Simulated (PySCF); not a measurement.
# K: excitation energy

K [Ar] 4s1 (2S) → K [Ar] 4p1 (2P), as a difference of total energies. All numbers are calculated (PySCF 2.14, the spin-free X2C one-electron Hamiltonian (Gaussian nucleus), in aug-cc-pwCVTZ-X2C with one added diffuse shell each of s, p, d, f type (10s9p7d4f, 100 functions)). Correlated levels: valence and next inner shell: [Ne] frozen. The calculations carry no spin-orbit coupling.

```
                                method  excitation energy (cm⁻¹)  error (cm⁻¹)
                                   UHF                     11456         -1568
    MP2 (valence and next inner shell)                     12917          -106
SCS-MP2 (valence and next inner shell)                     12608          -415
   CCSD (valence and next inner shell)                     12877          -146
CCSD(T) (valence and next inner shell)                     12996           -27
```

Reference: 13024 cm⁻¹ (measured; NIST levels, between the centres of gravity of the two terms).

Errors of the correlated levels include the incompleteness of this basis and the frozen core.
